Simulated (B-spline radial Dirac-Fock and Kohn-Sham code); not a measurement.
## Atomic SCF run for Ca⁷⁺

ΔSCF core binding energies without Breit or QED terms, calculated with a radial atomic solver. Keys: rel is the Hamiltonian (dirac, or spin-free x2c and nr, where L3 and M5 stand for the whole 2p and 3d shells), method is hf or an exchange,correlation pair (spin-unpolarised, also for the hole states), nuc the nuclear model, radius_factor scales its radius, rmax is the box in bohr, h the logarithmic mesh step, order the B-spline order, points the quadrature points per cell, c_factor scales the speed of light, and damp, ndamp, maxit and tol steer the iteration. The run stops when the commutator error falls below 10·tol·max(1, Z/10), or the numerical noise floor, and the energy has settled to about 1e-8 Ha; the virial ratio is −V/T.

Input (task.json):

```json
{"items": [{"Z": 20, "q": 7, "cfg": [[1, 0, 2], [2, 0, 2], [2, 1, 6], [3, 0, 2], [3, 1, 1]], "A": 40, "rrms": 3.4776, "do": "settings", "holes": ["K", "L3", "M5"],
  "settings": [{"rel": "dirac", "method": "hf", "nuc": "fermi", "radius_factor": 1.0, "rmax": 45.0, "h": 0.3, "order": 8, "points": 10, "c_factor": 0.0301, "maxit": 65, "damp": 0.5, "ndamp": 3, "tol": 1e-08}]}]}
```

Command: `python xray2_run.py task.json out`

Ground-state iterations:

```
iter   energy (Ha)        error
   1     -449.06641901  7.97e-01
   2     -384.00595659  3.71e-01
   3     -384.76780064  1.47e-01
   4     -384.83853732  6.68e-02
   5     -384.84397189  2.94e-02
   6     -384.84617001  7.57e-03
   7     -384.84615187  1.34e-03
   8     -384.84615751  3.64e-04
   9     -384.84615782  4.85e-05
  10     -384.84615782  5.69e-06
  11     -384.84615782  6.30e-07
  12     -384.84615782  6.83e-08
```

The ground state converged in 12 iterations, with total energy -384.84616 Ha, virial ratio 1.14330 and highest orbital energy -95.37 eV. ΔSCF binding energies: K (1s) 458.2 eV, L3 (2p3/2) 611.2 eV. Holes are computed only in closed shells, and unreliable hole states are left out.

Problem. One setting is unsound. Which, and why?

Solution. c_factor makes c so small that Zα exceeds 1, so any numbers that come out have no meaning. With the default settings (Dirac Hartree-Fock): The ground state converged in 9 iterations, with total energy -663.22678 Ha, virial ratio 1.99112 and highest orbital energy -146.48 eV. ΔSCF binding energies: K (1s) 4203.3 eV, L3 (2p3/2) 497.7 eV. Holes are computed only in closed shells, and unreliable hole states are left out.
